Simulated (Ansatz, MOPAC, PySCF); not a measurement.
Species: dibromogermane, GeH₂Br₂ (charge 0, singlet). SMILES: [Br][GeH2][Br]
Geometry from a B3LYP-D3(BJ)/def2-TZVP (Ansatz, a first-principles code) optimisation:
```xyz
5

Br    -1.8636     0.5473    -0.0220
Ge    -0.0442    -0.8853     0.0318
Br     1.9089     0.3594    -0.0106
H     -0.0867    -1.6577     1.3521
H     -0.0835    -1.7507    -1.2296
```

Wanted: size of the dipole moment, in D. Conventions: no spin-orbit coupling; LANL2DZ with its own core potentials from Na on; six Cartesian d functions in 6-31G* and its kin unless marked 5d; no dispersion term unless named; non-relativistic. First-principles rows: single points at B3LYP-D3(BJ) geometries (Ansatz). Semi-empirical rows: dipoles at the shared geometry.

```json
[
 {"level": "PM6", "program": "MOPAC", "size of the dipole moment (D)": "2.69"},
 {"level": "SVWN5/6-31G* with LANL2DZ past Ar", "program": "Ansatz", "size of the dipole moment (D)": "2.30"},
 {"level": "PBE/STO-3G", "program": "Ansatz", "size of the dipole moment (D)": "1.75"},
 {"level": "PBE/3-21G", "program": "Ansatz", "size of the dipole moment (D)": "1.99"},
 {"level": "PBE/6-31G* with LANL2DZ past Ar", "program": "Ansatz", "size of the dipole moment (D)": "2.28"},
 {"level": "BLYP/6-31G* with LANL2DZ past Ar", "program": "Ansatz", "size of the dipole moment (D)": "2.24"},
 {"level": "BP86/def2-SVP", "program": "PySCF", "size of the dipole moment (D)": "1.67"},
 {"level": "B3LYP/STO-3G", "program": "Ansatz", "size of the dipole moment (D)": "1.89"},
 {"level": "B3LYP/3-21G", "program": "Ansatz", "size of the dipole moment (D)": "2.11"},
 {"level": "B3LYP/6-31G", "program": "Ansatz", "size of the dipole moment (D)": "2.52"},
 {"level": "B3LYP/6-31G*", "program": "Ansatz", "size of the dipole moment (D)": "1.99"},
 {"level": "B3LYP/def2-SVP", "program": "Ansatz", "size of the dipole moment (D)": "1.73"},
 {"level": "B3LYP/6-31G* with LANL2DZ past Ar", "program": "Ansatz", "size of the dipole moment (D)": "2.41"},
 {"level": "PBE0/6-31G* with LANL2DZ past Ar", "program": "Ansatz", "size of the dipole moment (D)": "2.49"}
]
```

No value to compare with is used here. The 14 habitual levels span 1.67 (BP86/def2-SVP) to 2.69 D (PM6).

The levels are drawn from those run, B3LYP/6-31G* more often than the rest, none by its result; left out are runs that failed, that the program found above a lower state of the same kind, or whose <S^2> lies over 0.5 above the pure value.
